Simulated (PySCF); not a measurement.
Al(Cl)(Et)(NH2) (C₂H₇AlClN), SMILES C[CH2][Al]([NH2])[Cl]. Atoms are numbered in the order given.

```xyz
12

Al     0.3018     0.3688     0.2764
Cl    -1.7688     0.0224     0.6433
C      1.1106    -0.2428    -1.4044
C      0.6137    -1.6093    -1.9077
H      2.2174    -0.2389    -1.2889
H      0.8969     0.5426    -2.1656
H     -0.4903    -1.6288    -2.0166
H      0.8792    -2.4285    -1.2072
H      1.0470    -1.8743    -2.8956
N      1.1857     1.2223     1.5631
H      0.7667     1.5604     2.4324
H      2.1826     1.4480     1.5429
```
Charge 0, spin multiplicity 1.

Coordinates come from a PBE-D3(BJ)/def2-SVP optimisation. The structure was generated by enumeration; whether it is a known compound was not checked. One conformer was computed; it need not be the lowest.

The numbers are results of PySCF with PBE/def2-TZVP, not measurements.

Isolated molecule, no solvent.

- total energy = -837.49181 hartree
- highest occupied level = -6.15 eV
- lowest empty level = -0.90 eV
- orbital gap = 5.25 eV
- dipole moment = 2.40 D
- quadrupole, principal values (traceless, Buckingham form, about the centre of nuclear charge) = -4.00, -0.61, 4.61 D·Å
- mean static polarisability = 71.9 bohr³ (10.66 Å³)
- polarisability, principal values = 58.9, 75.4, 81.5 bohr³
